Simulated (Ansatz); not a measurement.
Program: Ansatz. Geometries: PBE0-D4/def2-TZVP. ΔE: electronic, gas phase. CCSD(T)/CBS is the MP2 limit (def2-TZVPP, def2-QZVPP) plus CCSD(T) − MP2 in def2-TZVPP, frozen cores. This one scheme is used for every species. Elements past krypton have def2 core potentials. For Se, Sn outer-core shells are correlated without core-valence functions, which leaves a few kJ/mol of doubt a bond. Scalar relativity is left out up to krypton. Each species was taken in one conformer, which may not be the lowest.

Reaction (ligand exchange at the Sn–C bond): `[CH3][SnH2][SeH]` + HCl → `[Cl][SnH2][SeH]` + CH₄

```csv
species,CCSD(T)/CBS(def2) energy (Eh)
`[CH3][SnH2][SeH]`,-2656.41290
HCl,-460.38127
`[Cl][SnH2][SeH]`,-3076.37402
CH₄,-40.46206
```

Q: Work out ΔE.

A: ΔE = (-3076.37402) + (-40.46206) − (-2656.41290) − (-460.38127) = -0.04191 Eh = -110.0 kJ/mol.

Largest T1 diagnostic among the species: 0.011.

At CCSD(T), def2-SVP lies −5.1 kJ/mol from the extrapolated value and def2-TZVPP +6.0 kJ/mol. In def2-TZVPP, CCSD(T) changes the Hartree–Fock value by +25.0 kJ/mol (the triples alone add +1.4 kJ/mol) and MP2 by +23.2 kJ/mol.
